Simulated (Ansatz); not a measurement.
Reaction (formal exchange of groups at the Si–C bond): `FC[SiH2]Br` + `OC(O)Br` → `Br[SiH2]Br` + `OC(O)CF`

Calculated with Ansatz (gas phase, PBE0-D4/def2-TZVP geometries, no zero-point term in ΔE). CCSD(T)/CBS adds triple-zeta CCSD(T) − MP2 to the extrapolated MP2 energy (def2 sets, frozen cores). DFT in def2-TZVPP. B3LYP here is the variant with VWN-RPA as its local correlation; programs differ in this. For Br outer-core shells are correlated without core-valence functions, which leaves a few kJ/mol of doubt a bond. Scalar relativity is left out up to krypton. One conformer a species, not always the lowest.

`FC[SiH2]Br`:

```xyz
8

F     0.312    1.455   -1.346
C     0.739    0.399   -0.548
Si   -0.730   -0.269    0.433
Br    0.044   -1.944    1.672
H     1.528    0.761    0.119
H     1.168   -0.375   -1.192
H    -1.778   -0.794   -0.471
H    -1.283    0.768    1.333
```

`OC(O)Br`:

Cartesian coordinates in Å:
```
O -0.255 -1.159 -0.345
C 0.161 -0.033 0.303
O -0.482 1.115 -0.114
Br 2.078 0.321 0.010
H -0.149 -1.019 -1.295
H 0.070 -0.223 1.373
H -1.423 0.998 0.069
```

`Br[SiH2]Br`:

Cartesian coordinates in Å:
```
Br -1.444 1.462 -0.494
Si 0.170 0.034 -0.015
Br -0.666 -1.887 0.677
H 0.988 0.605 1.073
H 0.952 -0.214 -1.241
```

`OC(O)CF`:

Z-matrix (Å, degrees):
```
C
O 1 1.399
C 1 1.513 2 107.5
O 1 1.393 2 112.2 3 123.0
H 1 1.098 2 111.1 3 -119.1
H 2 0.962 1 107.4 3 -173.5
F 3 1.383 1 109.2 2 72.9
H 3 1.092 1 109.9 2 -168.9
H 3 1.092 1 110.7 2 -46.5
H 4 0.965 1 107.0 2 -70.9
```

| level | ΔE (kJ/mol) | difference from CCSD(T)/CBS |
| --- | --- | --- |
| PBE-D4 | -125.1 | 18.0 |
| r2SCAN-D4 | -134.9 | 8.2 |
| PBE0-D4 | -136.5 | 6.6 |
| B3LYP-D4 | -131.5 | 11.6 |
| ωB97X-V | -139.5 | 3.6 |
| ωB97M-V | -139.1 | 4.0 |
| B2PLYP | -136.4 | 6.7 |
| PBE | -124.9 | 18.2 |
| r2SCAN | -135.0 | 8.1 |
| PBE0 | -136.4 | 6.7 |
| B3LYP | -131.3 | 11.8 |
| HF/def2-TZVPP | -153.8 | -10.7 |
| MP2/def2-TZVPP | -142.9 | 0.2 |
| SCS-MP2/def2-TZVPP | -141.4 | 1.7 |
| CCSD/def2-TZVPP | -142.8 | 0.3 |
| CCSD(T)/def2-TZVPP | -139.5 | 3.6 |
| HF/def2-QZVPP | -153.8 | -10.7 |
| MP2/def2-QZVPP | -145.0 | -1.9 |
| SCS-MP2/def2-QZVPP | -143.3 | -0.2 |
| HF/CBS(def2) | -153.8 | -10.7 |
| MP2/CBS(def2) | -146.5 | -3.4 |
| CCSD/CBS(def2) | -146.4 | -3.3 |
| CCSD(T)/CBS | -143.1 | 0 |

Largest T1 diagnostic among the species: 0.011.

In def2-TZVPP, CCSD(T) changes the Hartree–Fock value by +14.2 kJ/mol (the triples alone add +3.3 kJ/mol) and MP2 by +10.8 kJ/mol. From PBE to PBE0 (25 % exact exchange), in def2-TZVPP and without D4, ΔE moves by −11.5 kJ/mol.
